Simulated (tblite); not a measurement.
Input of a run (GFN2-xTB geometry optimisation, gas phase (tblite 0.8.0)), started from a force field or distance geometry:
```
{"job": {"kind": "relax", "xc": "GFN2-xTB", "basis": "xTB"}, "charge": 0, "multiplicity": 1}
C     -2.935700    -1.654700    -0.501900
C     -1.815700    -0.782700    -0.179100
C     -0.869800    -0.081100     0.100400
Si     0.583200     1.025600     0.490600
C      0.128300     2.809700     0.479800
S      2.098500     0.688600    -0.971500
Si     2.606700    -1.256000    -0.272500
Cl     4.210900    -1.945600    -1.339100
H     -2.593100    -2.622500    -0.875900
H     -3.570500    -1.833900     0.385200
H     -3.574400    -1.194300    -1.272700
H      1.127400     0.673000     1.836500
H      0.989600     3.444800     0.706100
H     -0.637400     3.030700     1.214700
H     -0.262600     3.119900    -0.503900
H      1.483800    -2.207100    -0.464100
H      3.023800    -1.202300     1.157500
```

Output (eV, eV/Å):
```
step      E/eV     max force
  0    -664.95691    1.571
  1    -665.03068    0.622
  2    -665.05551    1.102
  3    -665.05735    1.365
  4    -665.07223    0.310
  5    -665.07649    0.199
  6    -665.08141    0.273
  7    -665.08456    0.200
  8    -665.08814    0.159
  9    -665.09064    0.141
 10    -665.09246    0.125
 11    -665.09394    0.098
 12    -665.09557    0.117
 13    -665.09744    0.117
 14    -665.09929    0.110
 15    -665.10074    0.085
 16    -665.10192    0.099
 17    -665.10318    0.104
 18    -665.10467    0.128
 19    -665.10623    0.113
 20    -665.10754    0.079
 21    -665.10846    0.096
 22    -665.10921    0.081
 23    -665.11009    0.096
 24    -665.11123    0.112
 25    -665.11251    0.090
 26    -665.11363    0.084
 27    -665.11449    0.072
 28    -665.11522    0.064
 29    -665.11589    0.079
 30    -665.11637    0.067
 31    -665.11666    0.044
 32    -665.11687    0.038
 33    -665.11712    0.060
 34    -665.11743    0.067
 35    -665.11770    0.050
 36    -665.11789    0.029
 37    -665.11802    0.024
 38    -665.11814    0.033
 39    -665.11829    0.034
 40    -665.11845    0.029
 41    -665.11864    0.036
 42    -665.11889    0.048
 43    -665.11918    0.054
 44    -665.11940    0.039
 45    -665.11951    0.022
 46    -665.11957    0.020
 47    -665.11965    0.024
 48    -665.11975    0.030
 49    -665.11984    0.023
 50    -665.11989    0.017
 51    -665.11993    0.015
 52    -665.11998    0.020
 53    -665.12005    0.021
 54    -665.12011    0.018
 55    -665.12016    0.018
 56    -665.12021    0.016
 57    -665.12026    0.020
 58    -665.12031    0.020
 59    -665.12036    0.014
 60    -665.12039    0.013
 61    -665.12042    0.016
 62    -665.12046    0.021
 63    -665.12053    0.025
 64    -665.12062    0.027
 65    -665.12070    0.022
 66    -665.12077    0.021
 67    -665.12084    0.021
 68    -665.12092    0.029
 69    -665.12104    0.039
 70    -665.12115    0.035
 71    -665.12125    0.027
 72    -665.12133    0.025
 73    -665.12142    0.025
 74    -665.12151    0.034
 75    -665.12158    0.024
 76    -665.12162    0.010
 77    -665.12163    0.009
```

Summarise the run.

The energy falls by 3.8 kcal/mol over 77 L-BFGS steps, the largest force on an atom goes from 1.57 to 0.009 eV/Å, and the atoms move by 0.167 Å rms after alignment. The bond that changes most is Si4–S6 (ends: SiH silicon; sulfur bonded to 2 Si), which lengthens by 0.054 Å. Bonds longer at the end by more than 0.005 Å: 2 of 16; shorter: 10. Among the angles that change most is Si4–S6–Si7, from 95.1° to 103.1°. Among the dihedrals that turn most is C5–Si4–S6–Si7, from 167° to 178°. The energy never rose by more than 1e-5 eV on the way. The first step brought 45 % of the lowering.

What are the final bond lengths?

C1–C2 1.443 Å, C2≡C3 1.206 Å, C3–Si4 1.842 Å, Si4–C5 1.891 Å, Si4–S6 2.186 Å, S6–Si7 2.128 Å, Si7–Cl8 2.004 Å, C1–H9 1.090 Å, C1–H10 1.090 Å, C1–H11 1.090 Å, Si4–H12 1.464 Å, C5–H13 1.086 Å, C5–H14 1.086 Å, C5–H15 1.086 Å, Si7–H16 1.454 Å, Si7–H17 1.456 Å. Numbering counts from 1 in the input's order; the species is `CC#C[Si@H](C)S[SiH2]Cl`.

Time: 1.4 s wall. Hardware: an Arm Neoverse N1 with one thread, no GPU, shared host with 64 logical CPUs at a one-minute load of 57.

GFN2-xTB frequencies show an imaginary mode (31i cm⁻¹), so the point is no minimum at that level. 3 starts were optimised and ended at 0.00, 0.32 and 0.85 kcal/mol (GFN2-xTB); the lowest of these is shown.

The numbers are calculated, not measured.
